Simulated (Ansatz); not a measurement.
System: C₄H₆N, net charge 1, singlet state. It need not be the lowest isomer of its formula. SMILES: [NH+]#CCC=C
Geometry from a B3LYP-D3(BJ)/def2-TZVP (Ansatz, a program for electronic structure) optimisation:
```xyz
11

C     -2.1704     0.0643    -0.1464
C     -1.0761     0.0813     0.5972
C      0.1234    -0.8047     0.2927
C      1.2268     0.0005    -0.1751
N      2.0669     0.6780    -0.5415
H     -3.0224     0.6777     0.1147
H     -2.2704    -0.5651    -1.0227
H     -0.9870     0.7076     1.4758
H     -0.0948    -1.5356    -0.4927
H      0.4749    -1.3545     1.1740
H      2.8095     1.2757    -0.8692
```
Charge +1, spin multiplicity 1.

**Question.** Give the harmonic wavenumbers at B3LYP-D3(BJ)/def2-TZVP (Ansatz, finite differences of forces, unscaled).

**Answer.** 77, 195, 386, 411, 517, 550, 568, 651, 878, 907, 924, 1010, 1023, 1109, 1229, 1283, 1333, 1419, 1454, 1697, 2358, 3025, 3072, 3152, 3187, 3241, 3682 cm⁻¹. Zero-point energy 56.2 kcal/mol.

**Question.** From these and the geometry, give the ideal-gas thermochemistry at 298.15 K and 1 atm (rigid rotor, harmonic oscillator).

**Answer.** Point group C1, rotational symmetry number 1. Rotational constants 15.93, 2.701, 2.532 GHz. S(trans) 38.57, S(rot) 25.49, S(vib) 10.90, S(elec, spin only) 0.00, S 75.0 cal/(mol K). H(298) - H(0) 4.25 kcal/mol; G - E(el) 38.1 kcal/mol.
